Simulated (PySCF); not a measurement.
## H3NbS: one-bond stretch

Computed with PBE0/[Nb def2-TZVP with ECP28, S def2-TZVP, H def2-TZVP], scalar-relativistic core potentials, density fitting, no spin–orbit coupling, PySCF.

Rigid scan from the singlet minimum (Nb–H 1.761 Å (×3), Nb–S 2.099 Å; H–Nb–H 116.3° (×3), H–Nb–S 101.2° (×3)). Coordinate: the bond from Nb to the last atom (H) scaled, the rest fixed. Energies in kJ/mol from the minimum.

```
scale of one bond  E (kJ/mol)  dipole size (D)
             0.92        14.1             2.42
             0.96         3.2             2.32
             1.00         0.0             2.23
             1.05         4.2             2.14
             1.12        20.7             2.05
             1.20        49.0             1.99
             1.35       113.6             2.05
             1.55       200.1                –
             1.80       291.3                –
             2.20       391.9                –
```

At long bonds a restricted determinant can lie too high, and another spin state can fall below this curve.

The scan took 22 s on 2 threads of a shared Arm Neoverse N1 host; the process peaked at 1.3 GiB.
